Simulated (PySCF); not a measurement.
Ligand exchange on a metal centre used in film growth or etching (Ta Cl-OH). Gas-phase values, no solvent. One relaxed conformer stands for each flexible species; it need not be the lowest.

Level of theory: B3LYP-D3(BJ)/def2-TZVP // BP86-D3(BJ)/def2-SVP in PySCF. B3LYP has the VWN-RPA correlation part, as in Gaussian. 

```tsv
species	LUMO (eV)	mean distance from the central atom to its bonded neighbours (Å)	HOMO–LUMO gap (eV)
0 of 5 Cl replaced by OH ([Ta(Cl)5])	-4.03	2.320	4.90
1 of 5 Cl replaced by OH ([Ta(Cl)4(OH)])	-3.13	2.237	5.45
2 of 5 Cl replaced by OH ([Ta(Cl)3(OH)2])	-2.89	2.166	5.64
3 of 5 Cl replaced by OH	-2.06	2.093	6.18
5 of 5 Cl replaced by OH ([Ta(OH)5])	-1.25	1.940	7.07
```
